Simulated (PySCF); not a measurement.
Question: What does the PBE0-D3(BJ)/def2-SVP structure of InChI=1S/CH7BF2GeSi/c3-2(4)6-1-5/h1,6H2,5H3 look like in three dimensions?

Answer: 
Z-matrix in Å and degrees, rows numbered from 1:
```
F 
B   1  1.3228
F   2  1.3189  1  115.79
Si  2  2.0356  1  121.18  3   178.82
C   4  1.8812  2  111.59  1    30.24
Ge  5  1.9648  4  115.19  2   -53.34
H   4  1.4994  2  106.90  1   -89.52
H   4  1.4970  2  109.48  1   154.26
H   5  1.1025  4  109.76  2    68.98
H   5  1.1023  4  108.44  2  -174.73
H   6  1.5410  5  109.59  4  -153.90
H   6  1.5412  5  110.12  4   -34.19
H   6  1.5375  5  110.01  4    86.00
```

Si4 (SiH2 silicon) is tetrahedral (angles from 106.9° to 111.6°). Ge6 (germanium bonded to C and 3 H) is tetrahedral (angles from 108.9° to 110.1°). B2 (three-coordinate boron) is planar (angles 123.0°, 121.2° and 115.8°, sum 360.0°, 0.01 Å off the plane of its three neighbours).

Theory: PBE0-D3(BJ)/def2-SVP geometry optimisation, gas phase in PySCF.

Point group: C1 (no symmetry element, even within 0.4 Å). Whether it is a minimum is left open (no frequencies). The numbers are those of one conformer (F1–B2–Si4–C5 30°, B2–Si4–C5–Ge6 -53°).
